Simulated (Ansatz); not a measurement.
A geometry relaxed with B3LYP-D3(BJ)/def2-TZVP in Ansatz (a program for electronic structure), charge 0, multiplicity 1:

```xyz
14

H      0.2855     0.0942    -1.2350
H     -2.0832    -0.8451    -1.2648
H      2.6652    -0.1743    -0.9044
C      1.3402     0.5325     0.5722
C     -2.1777    -0.4894    -0.2260
H     -2.8416    -1.1683     0.3101
H     -0.3672     1.4455    -0.3098
N     -0.9106    -0.3859     0.4796
C      2.5357     0.1947     0.1071
H     -0.5180    -1.3075     0.6314
H      1.2333     0.8879     1.5928
H      3.4278     0.2801     0.7142
C      0.0687     0.4441    -0.2116
H     -2.6580     0.4915    -0.2558
```

Problem. Write the SMILES of this molecule.

Solution. `C=CCNC`
